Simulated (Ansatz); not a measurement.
ClH2O2Si, SMILES `O[Si](O)Cl` radical, relaxed with UKS PBE0-D4/def2-TZVP in Ansatz 0.2.0 from a GFN2-xTB geometry. The force threshold is 0.005 eV/Å; the program also tests the step.

Charge 0, multiplicity 2.

Start:

```xyz
6

O    -1.274   -0.681   -0.138
Si    0.252   -0.211   -0.424
O     0.128    1.405   -0.350
Cl    1.505   -0.908    1.049
H    -1.499   -1.575    0.108
H     0.888    1.971   -0.245
```

**Question.** How much energy does the relaxation release, and in how many steps? (Best estimate.)

**Answer.** Computed: 3.20 kJ/mol, in 9 steps.

**Question.** Which bonds change most? (Best estimate.)

**Answer.** Computed: Si2–Cl4 from 2.056 to 2.078 Å; O1–Si2 from 1.622 to 1.632 Å; Si2–O3 from 1.622 to 1.632 Å; O1–H5 from 0.954 to 0.959 Å.

**Question.** Give the relaxed structure. (Best estimate.)

**Answer.** Computed: 
```xyz
6

O    -1.316   -0.674   -0.082
Si    0.213   -0.180   -0.370
O     0.111    1.447   -0.293
Cl    1.516   -0.914    1.072
H    -1.458   -1.617    0.015
H     0.933    1.938   -0.342
```
